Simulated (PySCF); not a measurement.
Compound: Ga(PH3)Cl3.
Geometry (PBE0-D3(BJ)/def2-SVP, Å), atoms numbered from 1 in this order:
```
atom  x, y, z in Å
Ga1    0.036   -0.004   -1.362
P2     0.012   -0.015    1.126
H3     0.654    1.059    1.788
H4     0.610   -1.121    1.774
H5    -1.256    0.006    1.755
Cl6    2.165   -0.012   -1.717
Cl7   -1.035    1.832   -1.720
Cl8   -1.048   -1.831   -1.728
```

Computed with TDDFT CAM-B3LYP/def2-SVPD, vertical, gas phase, core orbitals frozen in the response in PySCF. The CAM-B3LYP/def2-SVPD calculation is non-relativistic and has no spin–orbit coupling, an omission that weighs most on gallium.

Ground-to-excited transition dipoles (e·a0, same axes as the geometry; the sign carries no meaning), for the states with f of 0.002 or more among the lowest 11:

```
state  E (eV)      μx      μy      μz
   S2   6.813   0.000   0.003  -1.158
   S3   6.881  -0.049   0.292   0.010
   S4   6.883   0.261   0.059  -0.080
   S5   7.040   0.018   0.534   0.000
   S6   7.059  -0.553   0.019   0.005
   S7   7.423  -0.545   0.186  -0.028
   S8   7.426   0.190   0.535   0.014
  S11   7.780  -0.003  -0.001  -0.523
```

(1) Work out the oscillator strengths.

(2) Which bond between heavy atoms lies closest to the direction of the S2 transition dipole?

(3) What angle do the transition dipoles of S5 and S11 make?

(4) How is the summed strength of these states shared among x, y and z?

(5) What peak molar absorption coefficient would the strongest computed level give as a lone Gaussian band 0.5 eV wide at half height?

Answers

(1) f = (2/3) ΔE |μ|² with ΔE in hartree (27.2114 eV).

```
state  |μ|² (au)  |μ| (D)      f
   S2      1.341     2.94  0.224
   S3      0.088     0.75  0.015
   S4      0.078     0.71  0.013
   S5      0.285     1.36  0.049
   S6      0.306     1.41  0.053
   S7      0.332     1.47  0.060
   S8      0.323     1.44  0.059
  S11      0.273     1.33  0.052
```

(2) Ga1–P2, at 1° from it; next Ga1–Cl7, Ga1–Cl8 and Ga1–Cl6 at 80°.

(3) |cos θ| = |μa·μb| / (|μa| |μb|) = 0.00, so θ ≈ 90° (taken between 0 and 90°, since the signs are arbitrary).

(4) (2/3) Σ ΔE μα² gives 0.125 for x, 0.123 for y and 0.277 for z, 0.525 in all.

(5) ε(max) = 2.175×10⁸ f / FWHM, with the width in cm⁻¹. S2: 2.175×10⁸ × 0.2238 / 4033 ≈ 12000 L mol⁻¹ cm⁻¹.

S3/S4 and S7/S8 coincide within about 0.01 eV; within a degenerate level the directions of the single components are arbitrary.
